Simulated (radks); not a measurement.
Task: Isoelectronic series with 12 electrons, each ion in its NIST ground configuration. Calculated with a radial shooting solver on a logarithmic mesh with Libxc functionals: Dirac Kohn-Sham, PBE, spin-unpolarised, spherical densities, point nucleus. Total energies (hartree) and orbital eigenvalues (hartree):

ion,configuration,E (hartree),3s1/2,2p3/2
Mg,[Ne] 3s2,-200.27996,-0.17292,-1.70929
Al+,[Ne] 3s2,-242.47319,-0.54426,-2.86041
P3+,[Ne] 3s2,-339.74867,-1.67618,-5.97892
S4+,[Ne] 3s2,-394.82466,-2.42264,-7.92814
Cl5+,[Ne] 3s2,-454.19720,-3.28591,-10.13283
Ar6+,[Ne] 3s2,-517.87265,-4.26481,-12.59143
K7+,[Ne] 3s2,-585.85890,-5.35872,-15.30296
Ca8+,[Ne] 3s2,-658.16505,-6.56728,-18.26680

Estimate the row of Si2+ ([Ne] 3s2).

Result: E (hartree) -288.96505; 3s1/2 -1.04865; 2p3/2 -4.28790.
